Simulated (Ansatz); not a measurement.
Single points on [Cu(N2)2]+ (CuN₄⁺).

```yaml
crystal:
  periodic: [false, false, false]
  atoms:
    - {symbol: Cu, position_ang: [-0.001141, -0.003108, 0.000020]}
    - {symbol: N, position_ang: [0.000820, 0.010656, 1.872365]}
    - {symbol: N, position_ang: [0.001955, 0.018012, 2.985754]}
    - {symbol: N, position_ang: [-0.000381, -0.010653, -1.872367]}
    - {symbol: N, position_ang: [-0.001243, -0.014908, -2.985771]}
basis:
  gaussian: {orbitals: STO-3G}
total_charge: 1
hamiltonian: {xc: hf}
scf: {omitted_lower_state_checks: [starts]}
output: {orbitals: {seedname: orbitals}}
```

The file start.molden holds the orbitals of an earlier run on this structure, at another level or in another basis.

```sh
$ ansatz run in.yaml --threads 2 --pin off --events-out ev --progress --plain --max-ram 4352MiB
```

Shortened log:

```
Functional definition: HF
435 factors; integrals over basis functions are off by at most 2.3e-4 eV
mean field evaluation 1: about -49295.4319 eV, gradient 4.5e2 eV
mean field evaluation 2: about -49296.5007 eV, gradient 4.5e2 eV
mean field evaluation 4: about -48935.9064 eV, gradient 3.0e2 eV
mean field evaluation 8: about -49147.1670 eV, gradient 3.4e2 eV
mean field evaluation 16: about -49933.0312 eV, gradient 1.1e-3 eV
mean field -49933.03118203 eV, -1835.0050501156 hartree, gradient 2.2e-5 eV, S^2 0.000000; 0 other end points of the search recorded, 0 dependent functions left out
reference -49933.03118203 eV, -1835.0050501156 hartree; 28, 28 occupied and 10, 10 virtual orbitals, 435 factors
Total energy: -49933.03118203 eV, -1835.0050501156 hartree
Checks for a lower state left out: starts
```

It took 0.2 s on 2 threads of Arm Neoverse V2 on a shared host.

The first input with `gaussian: {orbitals: def2-TZVP, initial_orbitals: start.molden}`, `hamiltonian: {xc: {name: B3LYP}, dispersion: d4}` (abridged; 2.4 s):

```
Functional definition: B3LYP
mean field -50598.77717741 eV, -1859.4707641870 hartree, gradient 8.7e-5 eV, S^2 0.000000
Total energy: -50598.92163118 eV, -1859.4760727649 hartree
Checks for a lower state left out: starts
```

The first input with `gaussian: {orbitals: def2-TZVP, initial_orbitals: start.molden}`, `hamiltonian: {xc: {name: BLYP}, dispersion: d4}` (abridged; 2 s):

```
Functional definition: BLYP
mean field -50599.70688196 eV, -1859.5049301989 hartree, gradient 8.1e-5 eV, S^2 0.000000
Total energy: -50599.90309635 eV, -1859.5121409446 hartree
Checks for a lower state left out: starts
```

The first input with `gaussian: {orbitals: def2-TZVPP, initial_orbitals: start.molden}`, `correlation: {method: ccsd_t, frozen_orbitals: {Cu: 9, "N": 1}}` and without the key `hamiltonian` (abridged; 78 s):

```
Functional definition: HF
mean field -50522.69933823 eV, -1856.6749551644 hartree, gradient 2.4e-6 eV, S^2 0.000000
13 core orbitals not correlated: weight in the atoms' cores, before any rotation towards them, 1.000 or more for the frozen orbitals, at most 0.000 for the correlated occupied ones
second order -34.30982978 eV of doubles, -0.00000000 eV of singles
cycle   1  -30.22162161 eV  change     4.1e0 eV  update   2.3e-1
cycle   2  -31.69984081 eV  change    -1.5e0 eV  update   1.5e-1
cycle   3  -32.08528921 eV  change   -3.9e-1 eV  update   4.4e-2
cycle   4  -32.13971245 eV  change   -5.4e-2 eV  update   1.9e-2
cycle   5  -32.12446223 eV  change    1.5e-2 eV  update   8.0e-3
cycle   6  -32.12996096 eV  change   -5.5e-3 eV  update   3.6e-3
cycle   7  -32.13159082 eV  change   -1.6e-3 eV  update   1.4e-3
cycle   8  -32.12964786 eV  change    1.9e-3 eV  update   7.1e-4
cycle   9  -32.12903429 eV  change    6.1e-4 eV  update   3.0e-4
cycle  10  -32.12918405 eV  change   -1.5e-4 eV  update   1.4e-4
cycle  11  -32.12909360 eV  change    9.0e-5 eV  update   6.4e-5
cycle  12  -32.12898955 eV  change    1.0e-4 eV  update   2.9e-5
cycle  13  -32.12904988 eV  change   -6.0e-5 eV  update   1.1e-5
cycle  14  -32.12904612 eV  change    3.8e-6 eV  update   4.1e-6
perturbative correction -1.61319597 eV, -0.0592838584 hartree
Total energy: -50556.44158032 eV, -1857.9149596899 hartree
Checks for a lower state left out: starts
```

First input, but with `gaussian: {orbitals: def2-SVP, initial_orbitals: start.molden}`, `hamiltonian: {xc: pbe0, dispersion: d4}` (abridged; 1.4 s):

```
Functional definition: PBE0
mean field -50570.60860084 eV, -1858.4355880911 hartree, gradient 4.4e-5 eV, S^2 0.000000
Total energy: -50570.68285841 eV, -1858.4383170066 hartree
Checks for a lower state left out: starts
```

As the first input, with `gaussian: {orbitals: def2-TZVP, initial_orbitals: start.molden}`, `hamiltonian: {xc: pbe0, dispersion: d4}` (abridged; 2.3 s):

```
Functional definition: PBE0
mean field -50584.01709178 eV, -1858.9283410445 hartree, gradient 2.0e-5 eV, S^2 0.000000
Total energy: -50584.09135468 eV, -1858.9310701557 hartree
Checks for a lower state left out: starts
```

As the first input, with `gaussian: {orbitals: def2-TZVP, initial_orbitals: start.molden}`, `hamiltonian: {xc: lda}` (abridged; 1 s):

```
Functional definition: SPW92
mean field -50474.81283481 eV, -1854.9151586222 hartree, gradient 7.1e-5 eV, S^2 0.000000
Total energy: -50474.81287987 eV, -1854.9151602782 hartree
Checks for a lower state left out: starts
```

Geometry: PBE-D4/def2-SVP.

B3LYP takes the VWN-RPA correlation. Correlated methods freeze 13 core orbitals.
